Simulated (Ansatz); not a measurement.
A run for Ansatz (an electronic-structure program): R-CCSD(T)/def2-TZVPP on C2H6Mg (SMILES C[CH2][MgH]), a point of a bond scan (R = 1.097 Å).

Ansatz 0.2 input:
```yaml
crystal:
  periodic: [false, false, false]
  atoms:
    - {symbol: Mg, position_ang: [-0.14432861, 0.33129844, 1.39372438]}
    - {symbol: H, position_ang: [-0.33728383, 1.19048809, 2.85567801]}
    - {symbol: C, position_ang: [0.09330786, -0.71909592, -0.41423708]}
    - {symbol: C, position_ang: [0.13153769, 0.13614409, -1.69257383]}
    - {symbol: H, position_ang: [-0.71565815, -1.45528279, -0.49126973]}
    - {symbol: H, position_ang: [1.01119844, -1.31501739, -0.34578536]}
    - {symbol: H, position_ang: [0.95533042, 0.85539786, -1.67841733]}
    - {symbol: H, position_ang: [-0.78761407, 0.71382571, -1.82525708]}
    - {symbol: H, position_ang: [0.25689724, -0.46728182, -2.59877559]}
basis:
  gaussian:
    orbitals: def2-TZVPP
    pivot_positions_ang: [[-0.14432861, 0.33129844, 1.39372438], [-0.33728383, 1.19048809, 2.85567801], [0.09330786, -0.71909592, -0.41423708], [0.13153769, 0.13614409, -1.69257383], [-0.71565815, -1.45528279, -0.49126973], [1.01119844, -1.31501739, -0.34578536], [0.95533042, 0.85539786, -1.67841733], [-0.78761407, 0.71382571, -1.82525708], [0.25689724, -0.46728182, -2.59877559]]
magnetization: {spin_polarized: false}
correlation: {method: ccsd_t, electrons: outside_noble_gas}
scf: {lower_state_search: off}
output: {orbitals: {seedname: ./end}}
```

It printed:

```
WARN ansatz: RAYON_NUM_THREADS=1 ignored (pool sized by the plan → 1); use --threads N
Functional definition: HF
these checks for a lower state are left out or cut short: stability, starts, cluster_reference, orbital_swaps, neighbouring_geometries, increment
integrals: 0.57 GiB planned
1245 factors; integrals over basis functions are off by at most 3.7e-4 eV
mean field: 0.44 GiB planned
mean field evaluation 1: about -7584.2038 eV, gradient 3.3e1 eV
mean field evaluation 2: about -7584.2039 eV, gradient 3.3e1 eV
mean field evaluation 4: about -7587.2223 eV, gradient 3.0e0 eV
mean field evaluation 8: about -7587.2643 eV, gradient 1.2e-4 eV
mean field -7587.26428376 eV, -278.8268195957 hartree, gradient 1.8e-6 eV, S^2 0.000000; 0 other end points of the search recorded, 0 dependent functions left out
7 core orbitals not correlated
reference -7587.26428376 eV, -278.8268195957 hartree; 8, 8 occupied and 163, 163 virtual orbitals, 1245 factors
second order -11.06438518 eV of doubles, -0.00000000 eV of singles
coupled cluster: 1.42 GiB planned
cycle   1  -11.66927786 eV  change   -6.0e-1 eV  update   7.0e-2
cycle   2  -11.99537173 eV  change   -3.3e-1 eV  update   2.2e-2
cycle   3  -12.03393111 eV  change   -3.9e-2 eV  update   7.7e-3
cycle   4  -12.03323665 eV  change    6.9e-4 eV  update   2.6e-3
cycle   5  -12.03336826 eV  change   -1.3e-4 eV  update   1.0e-3
cycle   6  -12.03328803 eV  change    8.0e-5 eV  update   3.4e-4
cycle   7  -12.03321448 eV  change    7.4e-5 eV  update   1.2e-4
cycle   8  -12.03320827 eV  change    6.2e-6 eV  update   4.7e-5
cycle   9  -12.03320540 eV  change    2.9e-6 eV  update   1.5e-5
perturbative correction -0.42716074 eV, -0.0156978676 hartree
Total energy: -7599.72464990 eV, -279.2847296055 hartree
Checks for a lower state left out: stability, starts, cluster_reference, orbital_swaps, neighbouring_geometries, increment
```

Self-consistency was reached.

Cost: about 19 core-seconds (a rough figure).
